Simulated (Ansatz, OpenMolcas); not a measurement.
## A ladder of methods for GaCl2O (SMILES [O][Ga]([Cl])[Cl])

GaCl2O has 4 atoms, charge 0, and is taken as a doublet. As SMILES, `[O][Ga]([Cl])[Cl]`. The shape is that of a PBE0-D4/def2-TZVP optimisation.

```xyz
4

O     0.7463    1.0557    1.3121
Ga    0.0358    0.0169    0.0342
Cl    0.7604   -1.9529   -0.1809
Cl   -1.4868    0.8198   -1.1857
```

Quantity: the vertical electron affinity (to the singlet anion), in eV. The values are calculated.

The electron affinity is E(neutral) − E(anion): positive where the electron is bound.

```tsv
level	kind	program	value (eV)
USVWN5/aug-cc-pVDZ	LDA	OpenMolcas	3.80
UPBE/aug-cc-pVDZ	GGA	OpenMolcas	3.40
U-r2SCAN/aug-cc-pVDZ	meta-GGA	OpenMolcas	3.16
U-r2SCAN0/aug-cc-pVDZ	hybrid meta-GGA	Ansatz	2.89
UBHLYP/aug-cc-pVDZ	global hybrid	Ansatz	2.64
U-wB97X/aug-cc-pVDZ	range-separated hybrid	Ansatz	3.11
RPA@PBE/aug-cc-pVDZ	RPA	Ansatz	3.32
UMP2/aug-cc-pVDZ	perturbation theory	Ansatz	3.54
UCCSD/aug-cc-pVDZ	coupled cluster or CI	Ansatz	2.90
```

All-electron rows without a relativistic Hamiltonian named are non-relativistic. Where it was recorded, the anion's HOMO is positive in UPBE/aug-cc-pVDZ: a fault of the level (basis or self-interaction), which says nothing on whether the real anion is bound. The values span 2.64 to 3.80 eV. In the correlated wave-function rows the outer d shell of Ga is correlated, in sets not made for it.
